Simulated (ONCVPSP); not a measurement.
## tungsten (W), ONCV: configuration errors across variants

ONCVPSP 4.0.1 input, shortened (lines: element, Z, core and valence counts, functional; n l f; lmax; l rc ep ncon nbas qcut; lloc lpopt rc5 dvloc0; l nproj debl; icmod fcfact rcfact), PBE, scalar-relativistic:

```
  W 74.00   10    3        4      upf
    1    0    2.00
    2    0    2.00
    2    1    6.00
    3    0    2.00
    3    1    6.00
    3    2   10.00
    4    0    2.00
    4    1    6.00
    4    2   10.00
    4    3   14.00
    5    0    2.00
    5    1    6.00
    5    2    4.00
    2
    0    1.65    0.00    4    9    8.50
    1    1.60    0.00    4    8   10.10
    2    1.80    0.00    4    7    4.60
    4    5    1.50    1.00
    0    2    0.80
    1    3    3.50
    2    2    3.90
    0    0.00    0.00
```

In the s channel the program set the typed energies aside and used -3.497, 0.250 Ha.

All-electron excitation energies from the reference (eV): (1) 5s2 5p6 5d4 6s2 -24.563; (2) 5s2 5p6 5d4 6s1 -15.680; (3) 5s2 5p6 5d3 25.382; (4) 5s2 5p6 5d2 62.594.

2 further variants failed, have other tests or too few solved ones, and are left out.

A true bound ghost makes a file unfit for plane-wave use even where its test errors are small: the radial tests pick states by their node count and pass the ghost by.

Errors AE − PS in meV (a dash: test not solved or not reliable):

```csv
change,(1),(2),(3),(4),bound ghosts,GHOST(+) flags above zero
base,+28,+13,-5.2,-25,none,none
"all radii scaled by about 0.96 (s 1.58, p 1.54, d 1.74 bohr); local potential polynomial inside 1.44 bohr (lpopt 5, dvloc0 1 Ha)",+32,+15,-5.8,-29,none,s
"all radii scaled by about 1.10 (s 1.80, p 1.76, d 1.98 bohr); local potential polynomial inside 1.64 bohr (lpopt 5, dvloc0 1 Ha)",+26,+12,-3.0,-8.2,none,d
"all radii scaled by about 1.12 (s 1.86, p 1.80, d 2.02 bohr); local potential polynomial inside 1.68 bohr (lpopt 5, dvloc0 1 Ha)",+25,+12,-4.1,-6.3,d,none
"all radii scaled by about 1.20 (s 1.98, p 1.92, d 2.16 bohr); local potential polynomial inside 1.80 bohr (lpopt 5, dvloc0 1 Ha)",+26,+12,+2.3,+23,none,none
"all radii scaled by about 1.27 (s 2.10, p 2.04, d 2.28 bohr); local potential polynomial inside 1.90 bohr (lpopt 5, dvloc0 1 Ha)",+24,+11,+6.9,+52,none,none
"all radii scaled by about 1.33 (s 2.20, p 2.14, d 2.40 bohr); local potential polynomial inside 2.00 bohr (lpopt 5, dvloc0 1 Ha)",+17,+7.2,+14,+93,none,none
```

Task: Give the same row for: all radii scaled by about 0.89 (s 1.46, p 1.42, d 1.60 bohr); local potential polynomial inside 1.34 bohr (lpopt 5, dvloc0 1 Ha).

Result: +26, +11, -6.2, -32; bound ghosts: none; GHOST(+) flags above zero: s.
